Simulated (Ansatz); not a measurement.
Total energies of `FC(F)(F)Cc1ccccc1`.

Cartesian coordinates in Å:
```
F 1.784 2.036 0.800
C 2.045 0.800 1.242
F 2.799 0.197 0.315
F 2.799 0.925 2.345
C 0.784 0.025 1.543
C -0.105 -0.150 0.347
C -1.082 0.794 0.050
C -1.892 0.643 -1.064
C -1.733 -0.455 -1.896
C -0.762 -1.402 -1.606
C 0.046 -1.249 -0.491
H 0.271 0.564 2.341
H 1.101 -0.940 1.944
H -1.208 1.656 0.696
H -2.650 1.386 -1.283
H -2.368 -0.575 -2.766
H -0.634 -2.265 -2.250
H 0.806 -1.991 -0.269
```

The species carries charge 0 and has multiplicity 1. The structure was optimised at the PBE0-D4/def2-TZVP level. It is one conformer, not always the lowest. Basis def2-TZVPP, the Gaussian-basis code of Ansatz.

RPA on PBE orbitals: Hartree–Fock energy of these orbitals -605.49705 Eh, correlation -3.10267 Eh (frozen core).

| functional | energy without D4 (Eh) | D4 term (kJ/mol) |
| --- | --- | --- |
| LDA (SPW92) | -604.13441 | – |
| ωB97X-V | -608.68074 | – |

Task: Give the same for PBE, revPBE, BLYP, r2SCAN, B97M-V, PBE0, B3LYP, r2SCANh, r2SCAN0, HSE06 (plane-wave form), BHLYP, CAM-B3LYP, LC-ωPBE, ωB97M-V, B2PLYP, PBE-QIDH. (Estimate.)

Result: The calculation gave: 
| functional | energy without D4 (Eh) | D4 term (kJ/mol) |
| --- | --- | --- |
| PBE | -608.17922 | -49.5 |
| revPBE | -608.66677 | -161.1 |
| BLYP | -608.70141 | -108.8 |
| r2SCAN | -608.56578 | -13.4 |
| B97M-V | -608.77897 | – |
| PBE0 | -608.21098 | -42.0 |
| B3LYP | -608.86706 | -78.4 |
| r2SCANh | -608.53570 | -14.1 |
| r2SCAN0 | -608.49288 | -15.4 |
| HSE06 (plane-wave form) | -608.18179 | -38.9 |
| BHLYP | -608.56586 | -55.5 |
| CAM-B3LYP | -608.62700 | -42.2 |
| LC-ωPBE | -608.47952 | – |
| ωB97M-V | -608.67478 | – |
| B2PLYP | -608.43271 | – |
| PBE-QIDH | -608.12625 | – |

B3LYP takes the VWN-RPA correlation (the form of Gaussian; ORCA's B3LYP/G). HSE06 is the plane-wave form, built on full-range PBE exchange. The double hybrids freeze the cores in their second-order part.

LC-ωPBE has ω = 0.4 bohr⁻¹.
